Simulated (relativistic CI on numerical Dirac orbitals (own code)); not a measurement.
Method of calculation: Dirac-Coulomb-Breit CI, KLI orbitals optimised for each configuration, model QED, unscaled Slater integrals (own radial code, finite nucleus).

Configuration list (outside the closed core [Ar] 3d10): 4s²4p⁶4d², 4s²4p⁶4d4f, 4s²4p⁵4d³, 4s4p⁶4d³, 4s²4p⁵4d²4f, 4s4p⁶4d²4f, 4s²4p⁶4d5s, 4s²4p⁶4f5s, 4s²4p⁶4d5p, 4s²4p⁶4d5d, 4s²4p⁵4d²5s, 4p⁶4d³4f, 4s²4p⁶4d5f, 4s²4p⁶5s5p, 4s4p⁶4d4f5s, 4s²4p⁶4d5g, 4s4p⁶4d²5s, 4s²4p⁵4d²5d, 4s²4p⁶4d6s, 4s²4p⁶4d6d, 4s²4p⁶4f², 4s²4p⁵4f³, 4s4p⁶4f³, 4p⁶4d⁴, 4p⁵4d⁵, 4p⁵4d⁴4f, 4s²4p⁶4f5p, 4s²4p⁵4f²5p, 4s4p⁶4f²5p, 4s²4p⁶5s², 4s²4p⁵4f5s², 4s4p⁶4f5s², 4s²4p⁶5p², 4s²4p⁵4f5p², 4s4p⁶4f5p², 4p⁶4d³5s, 4p⁵4d⁴5s, 4p⁵4d³4f5s, 4s4p⁶4d5s², 4s4p⁵4d4f5s², 4p⁶4d4f5s². Double excitations out of closed p, d and f shells are left out; levels of such configurations are missing from the list, as are those of other unlisted configurations, and high levels can miss mixing partners. These lack a partner that the ground configuration has and come out too high: 4s²4p⁵4d²5s, 4s4p⁶4d²5s, 4s²4p⁵4d²5d.

At this charge energies of transitions that change n are usually good to better than 1 %, and those within a shell (Δn = 0) to a few per cent. Terms inside the open d or f shell come out 10 to 20 % too wide with unscaled integrals.

Outline of the computed level scheme of Os XXXIX. Lowest level of each configuration: 4s²4p⁶4d² ³F2 at 0.000 eV; 4s²4p⁵4d³ ³D°2 at 164.673 eV.

Some strong electric-dipole decays among the lowest 45 levels: 4s²4p⁵4d³ ³F°2 → 4s²4p⁶4d² ³F2 (2.7e+11 s⁻¹); 4s²4p⁵4d³ ³P°1 → 4s²4p⁶4d² ³F2 (2.1e+11 s⁻¹); 4s²4p⁵4d³ ³G°3 → 4s²4p⁶4d² ³F2 (1.8e+11 s⁻¹); 4s²4p⁵4d³ ³P°1 → 4s²4p⁶4d² ³F2 (1.7e+11 s⁻¹); 4s²4p⁵4d³ ³P°1 → 4s²4p⁶4d² ³P0 (1.3e+11 s⁻¹); 4s²4p⁵4d³ ³G°4 → 4s²4p⁶4d² ³F3 (2.1e+10 s⁻¹); 4s²4p⁵4d³ ³P°2 → 4s²4p⁶4d² ³F2 (1.7e+10 s⁻¹); 4s²4p⁵4d³ ⁵D°3 → 4s²4p⁶4d² ³P2 (1.6e+10 s⁻¹).

LS names give the leading component of a level, which can be under half, so a name can repeat, a term be missing and a line seem to break the LS rules.
